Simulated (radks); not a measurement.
All-electron atom: Ga in [Ar] 3d10 4s2 4p1. Calculated with a radial shooting solver on a logarithmic mesh with Libxc functionals: Dirac Kohn-Sham, PBEsol, spin-unpolarised, spherical densities, finite nucleus; open shells fill j = l - 1/2 first; Fermi nuclear charge, rms radius 3.9973 fm.

Normalised radial functions P(r) = r R(r) (large component), r in bohr:

r           3s1/2   3d3/2    4p3/2
0.004363   0.1660  0.0000   0.0011
0.005772   0.2082  0.0001   0.0019
0.007699   0.2584  0.0002   0.0032
0.01019    0.3119  0.0004   0.0054
0.01348    0.3649  0.0009   0.0089
0.01798    0.4095  0.0019   0.0148
0.02379    0.4280  0.0041   0.0236
0.03172    0.3995  0.0089   0.0369
0.04198    0.3007  0.0186   0.0549
0.05554    0.1131  0.0376   0.0775
0.07408   -0.1685  0.0747   0.1023
0.09801   -0.4770  0.1392   0.1203
0.1307    -0.7106  0.2491   0.1194
0.173     -0.6980  0.4088   0.0847
0.2289    -0.3353  0.6167   0.0095
0.3052     0.3457  0.8482  -0.0959
0.4039     1.0275  1.0295  -0.1839
0.5387     1.3767  1.0981  -0.2024
0.7127     1.2286  1.0188  -0.1180
0.943      0.7870  0.8266   0.0521
1.258      0.3490  0.5795   0.2629
1.664      0.1067  0.3550   0.4416
2.22       0.0192  0.1804   0.5479
2.937      0.0020  0.0754   0.5484
3.886      0.0001  0.0238   0.4542
5.183      0.0000  0.0049   0.3044
6.857      0.0000  0.0007   0.1659
9.146      0.0000  0.0000   0.0673
12.1       0.0000  0.0000   0.0196

3s1/2: eigenvalue -147.66 eV, 2 radial nodes at r = 0.0629, 0.267 bohr, <r> = 0.652 bohr, 90 % of the charge inside 0.977 bohr. 3d3/2: eigenvalue -19.364 eV, 0 radial nodes, <r> = 0.807 bohr, 90 % of the charge inside 1.39 bohr. 4p3/2 (empty): eigenvalue -2.497 eV, 2 radial nodes at r = 0.235, 0.874 bohr, <r> = 3.42 bohr, 90 % of the charge inside 5.49 bohr.
